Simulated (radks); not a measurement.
Q: Calculated with a radial shooting solver on a logarithmic mesh with Libxc functionals: scalar-relativistic Kohn-Sham, LDA (Slater exchange, VWN5 correlation), spin-polarised, spherical densities, finite nucleus; open shells are filled with parallel spins first; Fermi nuclear charge, rms radius of each element as measured or else 0.836 A^(1/3) + 0.57 fm. Response by self-consistent Sternheimer equations with the Hartree and adiabatic LDA kernel, the relativistic mass of each level held fixed and spin-orbit coupling left out. Estimate the static dipole polarisabilities of B4+ (1s1) and B+ ([He] 2s2) and the C6 coefficients of the three pairs.

A: alpha = 0.007640 and 10.77 bohr^3; C6 = 0.0004520 (B4+-B4+), 0.04334 (B4+-B+), 29.13 (B+-B+) hartree bohr^6.
